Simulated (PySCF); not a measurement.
C₅H₁₅OSi₂ (SMILES C[Si](C)O[Si](C)(C)C), doublet, geometry from GFN2-xTB; MP2/STO-3G in PySCF.

Here is a job for PySCF.
```python
from pyscf import gto, scf, mp

mol = gto.M(
    atom='''
C     2.235915    1.874304    0.247243
Si    1.860514    0.101937   -0.350616
C     2.370470   -1.203450    0.943911
O     0.251112   -0.016417   -0.606271
Si   -1.312239   -0.152322   -0.158675
C    -2.336264    0.582332   -1.581180
C    -1.692319   -1.999344    0.099553
C    -1.594805    0.816812    1.458196
H     1.904052    2.615982   -0.472401
H     3.298405    2.020136    0.412787
H     1.718788    2.069317    1.185747
H     3.437210   -1.175621    1.140726
H     2.116052   -2.207101    0.617929
H     1.850302   -1.019618    1.883343
H    -2.143777    0.060187   -2.513002
H    -2.099781    1.629958   -1.739304
H    -3.399512    0.511113   -1.375986
H    -1.111397   -2.413495    0.918364
H    -2.741263   -2.160905    0.326370
H    -1.455511   -2.573591   -0.790973
H    -2.634096    0.779174    1.769306
H    -0.996029    0.414514    2.270645
H    -1.326161    1.862748    1.340354
''',
    basis='sto-3g',
    charge=0,
    spin=1,
    verbose=4,
)

mf = scf.UHF(mol)
mf.kernel()

pt = mp.MP2(mf)
pt.kernel()
print('E(MP2) = %.10f' % pt.e_tot)
```

The log (banner, timings and long lists left out):

```
PySCF version 2.14.0

[INPUT] verbose = 4
[INPUT] num. atoms = 23
[INPUT] num. electrons = 81
[INPUT] charge = 0
[INPUT] spin (= nelec alpha-beta = 2S) = 1
[INPUT] symmetry False subgroup None
[INPUT] Mole.unit = angstrom
[INPUT] Symbol           X                Y                Z      unit          X                Y                Z       unit  Magmom
[...]
nuclear repulsion = 559.786996953219
number of shells = 43
number of NR pGTOs = 189
number of NR cGTOs = 63
basis = sto-3g
ecp = {}

******** <class 'pyscf.scf.uhf.UHF'> ********
method = UHF
initial guess = minao
damping factor = 0
level_shift factor = 0
DIIS = <class 'pyscf.scf.diis.CDIIS'>
diis_start_cycle = 1
diis_space = 8
diis_damp = 0
SCF conv_tol = 1e-09
SCF conv_tol_grad = None
SCF max_cycles = 50
direct_scf = True
direct_scf_tol = 1e-13
number electrons alpha = 41  beta = 40
Set gradient conv threshold to 3.16228e-05
init E= -841.387037881363

cycle= 1 E= -840.78905057368  delta_E= 0.598  |g|= 0.386  |ddm|= 3.88
cycle= 2 E= -840.899702660696  delta_E= -0.111  |g|= 0.154  |ddm|= 0.832
cycle= 3 E= -840.916382613501  delta_E= -0.0167  |g|= 0.0337  |ddm|= 0.259
cycle= 4 E= -840.917977899481  delta_E= -0.0016  |g|= 0.0094  |ddm|= 0.0934
cycle= 5 E= -840.918159654387  delta_E= -0.000182  |g|= 0.00461  |ddm|= 0.0308
cycle= 6 E= -840.918216679012  delta_E= -5.7e-05  |g|= 0.00184  |ddm|= 0.0198
cycle= 7 E= -840.918226074897  delta_E= -9.4e-06  |g|= 0.000612  |ddm|= 0.00908
cycle= 8 E= -840.918226963987  delta_E= -8.89e-07  |g|= 0.000237  |ddm|= 0.00263
cycle= 9 E= -840.918227098583  delta_E= -1.35e-07  |g|= 8.41e-05  |ddm|= 0.000984
cycle= 10 E= -840.918227113673  delta_E= -1.51e-08  |g|= 2.67e-05  |ddm|= 0.000346
cycle= 11 E= -840.918227114998  delta_E= -1.32e-09  |g|= 9.22e-06  |ddm|= 8.76e-05
cycle= 12 E= -840.918227115191  delta_E= -1.94e-10  |g|= 2.17e-06  |ddm|= 3.72e-05
Extra cycle  E= -840.918227115197  delta_E= -5.46e-12  |g|= 1.15e-06  |ddm|= 5.52e-06
converged SCF energy = -840.918227115197  <S^2> = 0.75172964  2S+1 = 2.0017289

******** <class 'pyscf.mp.ump2.UMP2'> ********
nocc = (np.int64(41), np.int64(40)), nmo = (63, 63)
E(UMP2) = -841.285851679106  E_corr = -0.367624563908941
E(SCS-UMP2) = -841.319442763219  E_corr = -0.401215648022374
E_corr(same-spin) = -0.0460774946173323
E_corr(oppo-spin) = -0.321547069291609
E(MP2) = -841.2858516791
```
